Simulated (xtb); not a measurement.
xtb input:

```bash
xtb mol.xyz --gfn 2 --ohess tight --chrg 0 --uhf 0
```
mol.xyz:
```
5

Si    -0.12772044     0.03362387    -0.03191657
Cl     1.86303397     0.11490043     0.07860095
H     -0.51263946    -1.01544293    -1.01645587
H     -0.63143701     1.32479794    -0.40787156
H     -0.58976279    -0.36369688     1.29849350
```

Question: What final total energy does it print?

Answer: -7.85651 Eh (GFN2-xTB).
